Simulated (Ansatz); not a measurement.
System: H₂N (cation, charge +1), triplet: symmetric bend, bond length relaxed. Scanned: H-N-H angle. Other coordinates (N-H bond length) were minimised at PBE0/def2-TZVP.

Calculation: Ansatz (a quantum-chemistry and plane-wave program) with full CI/aug-cc-pVDZ, frozen core.

Scanned values (°): 171.37, 162.45, 149.08, 140.29, 127.98, 122.43, 107.95, 101.38, 87.70, 78.51.

**Question.** Describe the profile: where are the wells and the tops?

**Answer.** Lower than their neighbours: 149.08° (0.0 kcal/mol). Higher than their neighbours: 171.37° (0.8 kcal/mol, end of the scan), 78.51° (54.7 kcal/mol, end of the scan). The whole profile spans 54.7 kcal/mol.

The scan ran from 180.0 to 60.0; beyond the range shown the relaxed coordinates jump or full CI changes its symmetry label.
